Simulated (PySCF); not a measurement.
## BeP: everyday levels beside a composite calculation

PySCF; the state is a quartet (σ ↑, π ↑↑). The composite is CCSD(T) extrapolated to the basis-set limit from two correlation-consistent sets, with core-valence (CV) and scalar-relativistic (SR) terms as its label shows; it has no spin–orbit coupling and nothing beyond (T). Here it is CCSD(T)/CBS(TQ)+CV+SR. It gives Re = 2.061 Å, ωe = 618 cm⁻¹ and De = 1.21 eV to Be + P.

| level | basis | relativity | Re (Å) | ωe (cm⁻¹) | De (eV) |
| --- | --- | --- | --- | --- | --- |
| UHF | STO-3G | no relativity | 1.992 | 738 | 1.83 |
| UHF | pcseg-2 | no relativity | 2.073 | 635 | 0.97 |
| UHF-SCS-MP2 | STO-3G | no relativity | 1.996 | 745 | 1.68 |
| UHF-SCS-MP2 | pcseg-2 | no relativity | 2.064 | 636 | 1.06 |
| UHF-CCSD | pcseg-1 | no relativity | 2.109 | 560 | 0.44 |
| UHF-CCSD | pcseg-2 | no relativity | 2.061 | 628 | 0.87 |
| PBE | pcseg-2 | no relativity | 2.078 | 602 | 1.67 |
| r²SCAN | STO-3G | no relativity | 1.983 | 777 | 3.06 |
| r²SCAN | pcseg-2 | no relativity | 2.074 | 613 | 1.72 |
| M06-L | pcseg-1 | no relativity | 2.085 | 602 | 1.53 |

Problem. Give the difference of each row from the composite.

Solution. 

```csv
level,basis,ΔRe (pm),Δωe (%),ΔDe (eV)
UHF,STO-3G,-6.9,+19.4,+0.62
UHF,pcseg-2,+1.2,+2.8,-0.24
UHF-SCS-MP2,STO-3G,-6.5,+20.6,+0.47
UHF-SCS-MP2,pcseg-2,+0.3,+2.9,-0.15
UHF-CCSD,pcseg-1,+4.8,-9.4,-0.77
UHF-CCSD,pcseg-2,+0.0,+1.6,-0.34
PBE,pcseg-2,+1.7,-2.6,+0.46
r²SCAN,STO-3G,-7.8,+25.7,+1.85
r²SCAN,pcseg-2,+1.3,-0.8,+0.51
M06-L,pcseg-1,+2.4,-2.6,+0.32
```

Problem. Which rows come closest in De?

Solution. UHF-SCS-MP2 in pcseg-2 (-0.15 eV), counted from the composite.

Correlated steps freeze the inner cores (5 to 6 orbitals); shallow outer-core shells are correlated. Correlated levels converge slowly with the basis: in double zeta they bind strong bonds too weakly, by up to about 1 eV, and carry superposition errors of some tenths. STO-3G is very small, so such numbers show the basis as much as the molecule. The state is the lowest determinant that a PBE0 search found; another state may lie lower at other levels.
